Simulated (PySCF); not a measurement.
Several molecules and their computed UV-vis stick spectra, shuffled. The calculation used PySCF, TDDFT PBE0/def2-SVPD, vertical, gas phase, core orbitals frozen in the response. Geometries: PBE0-D3(BJ)/def2-SVP; one conformer of each isolated species. Triplets are in the Tamm–Dancoff approximation. Atoms past krypton carry core potentials; spin–orbit coupling is left out.

A. `C([C@@H]1BC[C@H]([C@@H]1C)F)=C`
B. `Cl[Si](Cl)(I)I`
C. `B[C@@H]1CCC=C[C@]1(C)F`
D. `C=CC[C@@H]1CBC[C@H]1F`

Lowest singlet levels (six at most, fewer where fewer were computed) with oscillator strengths:

1. 5.59 eV (f 0.000); 5.95 eV (f 0.000); 6.03 eV (f 0.002); 6.65 eV (f 0.006); 7.06 eV (f 0.146); 7.16 eV (f 0.008); T1 4.32 eV
2. 4.50 eV (f 0.013); 4.65 eV (f 0.000); 4.92 eV (f 0.006); 5.20 eV (f 0.010); 6.14 eV (f 0.056); 6.18 eV (f 0.005); T1 4.07 eV
3. 5.21 eV (f 0.001); 5.56 eV (f 0.001); 5.72 eV (f 0.001); 6.53 eV (f 0.006); 6.85 eV (f 0.007); 6.93 eV (f 0.069); T1 4.26 eV
4. 5.33 eV (f 0.141); 6.06 eV (f 0.003); 6.32 eV (f 0.033); 6.67 eV (f 0.023); 6.93 eV (f 0.121); 7.09 eV (f 0.007); T1 3.70 eV

Question: Which spectrum belongs to which structure?

Answer: 1 = D, 2 = B, 3 = C, 4 = A.
- A: S1 at 5.33 eV, HOMO→LUMO (85%); Löwdin shares by element: HOMO carbon 67% or more, boron 13% (atoms not listed hold the other 20%); LUMO carbon 47% or more, boron 26% (atoms not listed hold the other 27%); HOMO -7.44 and LUMO -1.15 eV.
- B: S1 at 4.50 eV, HOMO→LUMO (98%); Löwdin shares by element: HOMO iodine 95%; LUMO iodine 58%, silicon 21%, chlorine 11% or more; HOMO -7.96 and LUMO -2.25 eV; point group C2v, 1 of its 6 listed states under f = 0.0005.
- C: S1 at 5.21 eV, HOMO→LUMO (93%); Löwdin shares by element: HOMO carbon 76% or more (atoms not listed hold the other 24%); LUMO boron 55%, hydrogen 20% or more, carbon 13% or more; HOMO -7.48 and LUMO -1.35 eV.
- D: S1 at 5.59 eV, HOMO→LUMO (91%); Löwdin shares by element: HOMO carbon 84% or more (atoms not listed hold the other 16%); LUMO boron 49%, carbon 26% or more, hydrogen 10% or more (atoms not listed hold the other 16%); HOMO -7.45 and LUMO -1.07 eV.
A and C have S1 within 0.13 eV of each other; their strongest listed levels stand at 5.33 eV (f 0.141) and 6.93 eV (f 0.069).
